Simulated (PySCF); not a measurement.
C$_{5}$H$_{12}$B (SMILES [CH2]B(CC)CC), doublet, geometry from GFN2-xTB, with bond 15-5 at 1.5 times its length; HF/STO-3G (PySCF).

Here is a job for PySCF.
```python
from pyscf import gto, scf

mol = gto.M(
    atom='''
C     0.104090    0.618832   -1.643246
B    -0.036732    0.386087   -0.176444
C     1.170714   -0.052867    0.768688
C     2.475888   -0.451678    0.082724
C    -1.475183    0.549100    0.517368
C    -2.264545   -0.751070    0.319084
H     1.021739    0.925032   -2.120996
H    -0.715777    0.526620   -2.339426
H     0.855024   -0.872370    1.420101
H     1.371382    0.787438    1.442632
H     2.317803   -1.301654   -0.577361
H     2.866343    0.371958   -0.510339
H     3.231856   -0.727673    0.816962
H    -1.391054    0.744771    1.587367
H    -2.341120    1.778067   -0.130147
H    -2.390189   -0.967764   -0.739213
H    -1.744730   -1.589281    0.777592
H    -3.252049   -0.669828    0.771508
''',
    basis='sto-3g',
    charge=0,
    spin=1,
    verbose=4,
)

mf = scf.UHF(mol)
mf.kernel()
mo_i, mo_e, stable_i, stable_e = mf.stability(internal=True, external=True, return_status=True, nroots=6, tol=1e-6)
print('internally stable:', stable_i, ' externally stable:', stable_e)
if not stable_i:
    umf = mf.copy()
    umf.scf_summary = {}
    umf.kernel(umf.make_rdm1(mo_i, mf.mo_occ))
```

### Question
What does PySCF print? Leave out banner, timings and long lists.

### Answer

```
PySCF version 2.14.0

[INPUT] verbose = 4
[INPUT] num. atoms = 18
[INPUT] num. electrons = 47
[INPUT] charge = 0
[INPUT] spin (= nelec alpha-beta = 2S) = 1
[INPUT] symmetry False subgroup None
[INPUT] Mole.unit = angstrom
[INPUT] Symbol           X                Y                Z      unit          X                Y                Z       unit  Magmom
[...]
nuclear repulsion = 217.754221463877
number of shells = 30
number of NR pGTOs = 126
number of NR cGTOs = 42
basis = sto-3g
ecp = {}

******** <class 'pyscf.scf.uhf.UHF'> ********
method = UHF
initial guess = minao
damping factor = 0
level_shift factor = 0
DIIS = <class 'pyscf.scf.diis.CDIIS'>
diis_start_cycle = 1
diis_space = 8
diis_damp = 0
SCF conv_tol = 1e-09
SCF conv_tol_grad = None
SCF max_cycles = 50
direct_scf = True
direct_scf_tol = 1e-13
number electrons alpha = 24  beta = 23
Set gradient conv threshold to 3.16228e-05
init E= -218.813087920869

cycle= 1 E= -218.195972297331  delta_E= 0.617  |g|= 0.217  |ddm|= 3.39
cycle= 2 E= -218.246838963006  delta_E= -0.0509  |g|= 0.0677  |ddm|= 0.409
cycle= 3 E= -218.253902025229  delta_E= -0.00706  |g|= 0.0207  |ddm|= 0.168
cycle= 4 E= -218.254800022392  delta_E= -0.000898  |g|= 0.011  |ddm|= 0.0516
cycle= 5 E= -218.255112082788  delta_E= -0.000312  |g|= 0.0028  |ddm|= 0.0451
cycle= 6 E= -218.255127902953  delta_E= -1.58e-05  |g|= 0.000998  |ddm|= 0.00974
cycle= 7 E= -218.255129881634  delta_E= -1.98e-06  |g|= 0.000334  |ddm|= 0.00302
cycle= 8 E= -218.255130119019  delta_E= -2.37e-07  |g|= 9.14e-05  |ddm|= 0.00117
cycle= 9 E= -218.255130135354  delta_E= -1.63e-08  |g|= 4.52e-05  |ddm|= 0.000268
cycle= 10 E= -218.255130140681  delta_E= -5.33e-09  |g|= 3.78e-05  |ddm|= 0.000118
cycle= 11 E= -218.255130145808  delta_E= -5.13e-09  |g|= 3.79e-05  |ddm|= 0.000114
cycle= 12 E= -218.255130145708  delta_E= 1e-10  |g|= 3.79e-05  |ddm|= 2.39e-06
cycle= 13 E= -218.255130144459  delta_E= 1.25e-09  |g|= 3.73e-05  |ddm|= 2.83e-05
cycle= 14 E= -218.255130140088  delta_E= 4.37e-09  |g|= 3.47e-05  |ddm|= 0.000102
cycle= 15 E= -218.255130124053  delta_E= 1.6e-08  |g|= 2.24e-05  |ddm|= 0.000489
cycle= 16 E= -218.255130116104  delta_E= 7.95e-09  |g|= 7.08e-06  |ddm|= 0.000563
cycle= 17 E= -218.255130115833  delta_E= 2.72e-10  |g|= 2.67e-06  |ddm|= 0.000125
Extra cycle  E= -218.255130115843  delta_E= -1.02e-11  |g|= 1.63e-06  |ddm|= 4.61e-06
converged SCF energy = -218.255130115843  <S^2> = 0.76015326  2S+1 = 2.0101276
uhf_internal: lowest eigs of H = [-0.08938292  0.41967705  0.4503026   0.55925406  0.62570379  0.63680496]
<class 'pyscf.scf.uhf.UHF'> wavefunction has an internal instability
uhf_real2complex: lowest eigs of H = [0.21801842 0.23279411 0.2969698  0.31240175 0.32700944 0.33094249]
<class 'pyscf.scf.uhf.UHF'> wavefunction is stable in the real -> complex stability analysis
uhf_external: lowest eigs of H = [-4.46933872e-02  2.72365433e-07  2.15174347e-01  2.18953249e-01
  2.90869693e-01  2.99940368e-01]
<class 'pyscf.scf.uhf.UHF'> wavefunction has an UHF/UKS -> GHF/GKS instability
internally stable: False  externally stable: False

******** <class 'pyscf.scf.uhf.UHF'> ********
method = UHF
initial guess = minao
damping factor = 0
level_shift factor = 0
DIIS = <class 'pyscf.scf.diis.CDIIS'>
diis_start_cycle = 1
diis_space = 8
diis_damp = 0
SCF conv_tol = 1e-09
SCF conv_tol_grad = None
SCF max_cycles = 50
direct_scf = True
direct_scf_tol = 1e-13
number electrons alpha = 24  beta = 23
Set gradient conv threshold to 3.16228e-05
init E= -218.152006319638
cycle= 1 E= -218.225803248727  delta_E= -0.0738  |g|= 0.0994  |ddm|= 0.429
cycle= 2 E= -218.243943722037  delta_E= -0.0181  |g|= 0.0579  |ddm|= 0.203
cycle= 3 E= -218.255543221721  delta_E= -0.0116  |g|= 0.0189  |ddm|= 0.277
cycle= 4 E= -218.257090158876  delta_E= -0.00155  |g|= 0.0092  |ddm|= 0.102
cycle= 5 E= -218.257656157338  delta_E= -0.000566  |g|= 0.00181  |ddm|= 0.133
cycle= 6 E= -218.257657755663  delta_E= -1.6e-06  |g|= 0.00104  |ddm|= 0.00746
cycle= 7 E= -218.257663466227  delta_E= -5.71e-06  |g|= 0.000629  |ddm|= 0.00606
cycle= 8 E= -218.257667244745  delta_E= -3.78e-06  |g|= 0.000177  |ddm|= 0.00828
cycle= 9 E= -218.257667545592  delta_E= -3.01e-07  |g|= 3.67e-05  |ddm|= 0.00266
cycle= 10 E= -218.257667552794  delta_E= -7.2e-09  |g|= 1.18e-05  |ddm|= 0.000564
cycle= 11 E= -218.25766755322  delta_E= -4.26e-10  |g|= 5.79e-06  |ddm|= 4.54e-05
Extra cycle  E= -218.257667553289  delta_E= -6.91e-11  |g|= 4.51e-06  |ddm|= 1.19e-05
converged SCF energy = -218.257667553289  <S^2> = 0.97386783  2S+1 = 2.2125712
```
